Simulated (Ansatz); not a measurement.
A run on `C=C[SiH2]BF` with other settings.

```yaml
crystal:
  periodic: [false, false, false]
  atoms:
    - {symbol: C, position_ang: [-0.578040, 1.678133, -0.554521]}
    - {symbol: C, position_ang: [-0.767035, 0.436364, -0.994268]}
    - {symbol: Si, position_ang: [-0.026099, -1.081156, -0.207634]}
    - {symbol: B, position_ang: [1.124704, -0.757959, 1.438960]}
    - {symbol: F, position_ang: [1.349432, 0.453805, 1.922811]}
    - {symbol: H, position_ang: [-1.031035, 2.534718, -1.046508]}
    - {symbol: H, position_ang: [0.035138, 1.896754, 0.314026]}
    - {symbol: H, position_ang: [-1.397013, 0.298837, -1.872654]}
    - {symbol: H, position_ang: [0.814946, -1.816697, -1.199895]}
    - {symbol: H, position_ang: [-1.106486, -2.035775, 0.184758]}
    - {symbol: H, position_ang: [1.646989, -1.664123, 2.035624]}
basis:
  gaussian: {orbitals: "6-31++G**"}
magnetization: {spin_polarized: true, initial_magnetization: 2}
hamiltonian: {xc: {name: wPBEh}}
scf: {lower_state_search: light}
output: {forces: true}
```

```sh
$ ansatz run in.yaml --threads 4 --pin off --events-out ev --progress --plain --max-ram 10444MiB
```

Output, abridged:

```
Functional definition: wPBEh
1187 factors; integrals over basis functions are off by at most 9.6e-4 eV
144 factors; integrals over basis functions are off by at most 1.2e-6 eV
mean field evaluation 1: about -13411.1678 eV, gradient 5.3e1 eV
mean field evaluation 2: about -13225.8844 eV, gradient 1.4e2 eV
mean field evaluation 4: about -13418.4139 eV, gradient 3.7e1 eV
mean field evaluation 8: about -13421.9971 eV, gradient 2.5e1 eV
mean field evaluation 16: about -13429.7323 eV, gradient 4.1e-1 eV
mean field -13429.73444015 eV, -493.5336376745 hartree, gradient 1.7e-5 eV, S^2 2.007804; 1 other end points of the search recorded, 0 dependent functions left out
reference -13429.73453593 eV, -493.5336411945 hartree; 24, 22 occupied and 111, 113 virtual orbitals, 1187 factors
Total energy: -13429.73453593 eV, -493.5336411945 hartree
Atom 0 at    -0.578040     1.678133    -0.554521 Å, force     1.304899     9.414240     3.153481 eV/Å
Atom 1 at    -0.767035     0.436364    -0.994268 Å, force    -1.174547    -9.336739    -2.963611 eV/Å
Atom 2 at    -0.026099    -1.081156    -0.207634 Å, force    -0.275452     0.210952    -0.337380 eV/Å
Atom 3 at     1.124704    -0.757959     1.438960 Å, force    -0.035137    -0.405404    -0.109630 eV/Å
Atom 4 at     1.349432     0.453805     1.922811 Å, force     0.077306     0.391412     0.163535 eV/Å
Atom 5 at    -1.031035     2.534718    -1.046508 Å, force     0.063626     0.074549     0.095068 eV/Å
Atom 6 at     0.035138     1.896754     0.314026 Å, force    -0.038393     0.133344    -0.030579 eV/Å
Atom 7 at    -1.397013     0.298837    -1.872654 Å, force     0.015999    -0.167896     0.001896 eV/Å
Atom 8 at     0.814946    -1.816697    -1.199895 Å, force     0.084750    -0.157107    -0.030737 eV/Å
Atom 9 at    -1.106486    -2.035775     0.184758 Å, force    -0.029904    -0.168450     0.046331 eV/Å
Atom 10 at     1.646989    -1.664123     2.035624 Å, force     0.006852     0.011098     0.011625 eV/Å
Dipole moment:    -0.067355    -0.029130    -0.095340 e Å
```

Run time 6 s (4 threads of an Arm Neoverse V1 on a shared host); peak host memory 0.45 GiB.
